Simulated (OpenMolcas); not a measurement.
Re4+ (d3) among equal point charges was computed by CASSCF with the d shell active (OpenMolcas, ANO-RCC-VTZP on the metal). Its lowest spin-free states, and all those of the highest spin:

```tsv
2S+1	Degeneracy	E (cm-1)
4	1	0.0
4	2	160.4
2	2	5614
2	2	11927
4	2	13132
2	2	13166
2	2	14255
4	2	15643
2	2	16429
2	2	18604
2	1	19806
4	2	22166
4	1	43177
```

Problem. Is the site octahedral, tetrahedral or cube-like, axial, or of lower symmetry?

Solution. The states with 2S+1 = 4 have orbital degeneracies 1, 2, 2, 2, 2, 1. There are pairs but no triples, so the site is axial: not cubic, but with a proper or improper axis of order three or more. The run had Re4+ among 2 point charges of -2.5 e arranged as a linear pair (D∞h), 2.03 Å from the ion.

Spin-orbit coupling mixes the spin-free states strongly: the lowest level takes only 48 % from its leading state, 4Π, which lies 160 cm-1 above the lowest spin-free state. Without dynamic correlation the repulsion within the d shell is too large (B by tens of per cent), so at a given field states of lower spin stand too high. Point charges carry no covalency, so the field is a model and not that of real ligands. No measured value stands beside these numbers.
